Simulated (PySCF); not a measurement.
# Telling isomers of C$_{3}$H$_{9}$NO$_{3}$Si apart by NMR

How the numbers were obtained: GFN2-xTB geometry, NMR shieldings at PBE0/pcSseg-1/GIAO, in PySCF 2.14.0 with density-fitted response routines (isolated molecule, one averaged value for each set of equivalent atoms, non-relativistic, one conformer).

References, each an isolated molecule treated in the same way: 1H (σref 31.72), 13C (σref 186.93) against TMS. Where no couplings were computed, multiplicities follow the n + 1 count of equivalent neighbours, and m marks all less simple cases (inequivalent or close neighbours, rings, F or P nearby). Acid and N–H amide carbonyl carbons lie up to 10 ppm further downfield in solution (hydrogen bonding). Shifts are as computed. Against solution values, carbons near 30 ppm lie about +3 ppm off and those near 130 ppm about +5 ppm. Of 1309 compounds with measured shifts, 239 miss one by over three times the rms of a fit or turn the order of signals round; such compounds aren't used in these exercises. OH and NH positions are gas-phase values without hydrogen bonding to other molecules.

(1) Tabulate the signals of `CO[SiH](NC=O)OC`, `CN[SiH2]OCC(=O)O`, `C=CCO[Si](N)(O)O` and their relative energies.

(2) What is the quickest way to tell CN[SiH2]OCC(=O)O from C=CCO[Si](N)(O)O?

(3) What is the quickest way to tell CO[SiH](NC=O)OC from C=CCO[Si](N)(O)O?

(4) What is the quickest way to tell CO[SiH](NC=O)OC from CN[SiH2]OCC(=O)O?

Results:

(1) 
| SMILES | carbon types | δC | δH | E rel. (kcal/mol) |
| --- | --- | --- | --- | --- |
| CO[SiH](NC=O)OC | 1×CH 2×CH3 | 168.9, 53.2 | 8.28 (s, 1H), 5.11 (s, 1H), 4.86 (br s, 1H), 4.08 (s, 6H) | 25.8 |
| CN[SiH2]OCC(=O)O | 1×C 1×CH2 1×CH3 | 179.4, 65.1, 27.5 | 6.23 (br s, 1H), 5.01 (s, 2H), 4.66 (s, 2H), 2.66 (s, 3H), 1.55 (br s, 1H) | 51.3 |
| C=CCO[Si](N)(O)O | 1×CH 2×CH2 | 145.0, 117.1, 67.4 | 6.14 (m, 1H), 5.74 (m, 1H), 5.49 (m, 1H), 4.74 (d, 2H), 1.90 (br s, 2H), 0.34 (br s, 2H) | 0.0 |

Energies are electronic energies at PBE0/pcSseg-1 on these geometries, without zero-point or thermal terms, each for the one conformer computed, which needn't be the lowest.

(2) Both give the same number of carbon signals, but DEPT or the intensities differ. The first has a carboxylic acid carbon (C) at 179.4 ppm, the second an alkene CH at 145.0 ppm. In the proton spectra the most deshielded non-exchanging signals are 5.01 (s, 2H) and 6.14 (m, 1H).

(3) Count the carbon signals: 2 against 3. The first has a methyl carbon bonded to O (CH3) at 53.2 ppm, the second a terminal =CH2 carbon at 117.1 ppm. Their most deshielded carbons lie at 168.9 and 145.0 ppm. In the proton spectra the most deshielded non-exchanging signals are 8.28 (s, 1H) and 6.14 (m, 1H).

(4) Count the carbon signals: 2 against 3. The first has an amide carbonyl carbon (CH) at 168.9 ppm, the second a carboxylic acid carbon (C) at 179.4 ppm. In the proton spectra the most deshielded non-exchanging signals are 8.28 (s, 1H) and 5.01 (s, 2H).
